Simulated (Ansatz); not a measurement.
C₄H₁₀F₃NSi (`CC(C)(C)N[Si](F)(F)F`), relaxed with RKS PBE-D4/def2-SVP in the Gaussian-basis code of Ansatz from a rough embedded geometry. The force threshold is 0.03 eV/Å; the program also tests the step.

Total charge 0; spin multiplicity 1.

Start:

```xyz
19

C    -0.307   -1.108    1.141
C     0.384   -0.196    0.116
C     1.524   -0.997   -0.468
C     1.006    0.955    0.822
N    -0.478    0.178   -0.997
Si   -1.867    1.156   -1.051
F    -2.955    0.420   -0.157
F    -1.494    2.558   -0.464
F    -2.331    1.265   -2.601
H    -0.792   -1.959    0.618
H    -1.169   -0.522    1.606
H     0.322   -1.460    1.888
H     1.136   -1.894   -0.989
H     2.234   -1.317    0.284
H     2.132   -0.427   -1.202
H     0.200    1.606    1.301
H     1.490    1.664    0.109
H     1.696    0.727    1.570
H    -0.732   -0.649   -1.526
```

Task: How much energy does the relaxation release, and in how many steps? (Estimate.)

Result: Ansatz gave: 0.77 eV, in 18 steps, 2 of them rejected.

Task: Which bonds change most? (Best estimate.)

Result: The calculation gave: C1–H12 from 1.038 to 1.109 Å; C4–H18 from 1.043 to 1.107 Å; Si6–F8 from 1.565 to 1.620 Å; C2–C4 from 1.486 to 1.538 Å.

Task: Give the relaxed structure. (An estimate is asked.)

Result: The calculation gave: 
```xyz
19

C    -0.312   -1.318    1.088
C     0.363   -0.325    0.121
C     1.631   -0.945   -0.488
C     0.720    0.972    0.868
N    -0.563    0.008   -0.983
Si   -1.675    1.288   -1.033
F    -2.551    1.472    0.324
F    -0.999    2.741   -1.267
F    -2.693    1.013   -2.260
H    -0.589   -2.253    0.558
H    -1.237   -0.875    1.506
H     0.360   -1.590    1.927
H     1.387   -1.868   -1.054
H     2.359   -1.219    0.302
H     2.117   -0.233   -1.185
H    -0.181    1.428    1.329
H     1.178    1.713    0.183
H     1.436    0.761    1.686
H    -0.749   -0.770   -1.623
```
